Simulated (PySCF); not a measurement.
Coordinates in bohr (charge 0 multiplicity 4):
```
Pd    0.0000    0.0000    0.0185
H     0.0000    0.0000    3.2270
H     2.6818    0.0000   -1.3515
H     0.0000    2.6818   -1.3515
H    -2.6818    0.0000   -1.3515
H     0.0000   -2.6818   -1.3515
```

These are results of UPBE0 in PySCF with Pd def2-TZVP with ECP28, H def2-TZVP; scalar-relativistic core potentials, no spin–orbit coupling; density-fitted integrals, not measurements.

This geometry of PdH5 is a stationary point at this level.

Q: What is the point group?

A: C4v.

Q: Is it a minimum?

A: No: it has 2 imaginary modes (one degenerate set), at 264i cm⁻¹ (e).

Q: Which band is strongest in the infrared?

A: 1401 cm⁻¹ (a1), 138 km/mol.

Q: What are the dipole moment and the gap between the highest occupied and lowest empty levels of either spin?

A: 0.12 D and 3.28 eV.

Q: Give the atomic charges and bond orders.

A: 
```csv
atom,Mulliken,Löwdin,polar tensor,spin (Mulliken),Mayer order to Pd1
Pd1,-0.43,-0.40,0.01,1.13,–
H2,0.02,0.08,0.09,0.56,0.70
"H3,4,5,6",0.10,0.08,-0.03,0.33,0.79
```

Other isomers or separated fragments may lie lower. Other spin states or occupations of the open shell can lie lower. At this level a quartet minimum of Cs symmetry lies 102 kJ/mol below this structure.
